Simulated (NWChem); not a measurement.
C₂H₅NSi; SMILES C#C[SiH2]N

```xyz
9

C      0.2860    -2.3721     0.0417
C     -0.0302    -1.1969     0.0253
Si    -0.5241     0.5749    -0.0273
N      0.8950     1.5558     0.0011
H      0.5658    -3.4107     0.0619
H     -1.3250     0.9217     1.1824
H     -1.4094     0.7201    -1.2279
H      0.8296     2.5196     0.3070
H      1.6146     1.4412    -0.7034
```
Atoms are numbered in this order, from 1.

All runs: NWChem. Pople sets run with spherical d functions. Structure relaxed at the PBE0/def2-SVP level. Static field.

Problem. Estimate the computed values for BHandHLYP/6-31+G*. Quantities: isotropic polarisability (bohr³); anisotropy (bohr³).

Solution. The isotropic polarisability (bohr³) comes out as 50.2 and the anisotropy (bohr³) is 27.0.
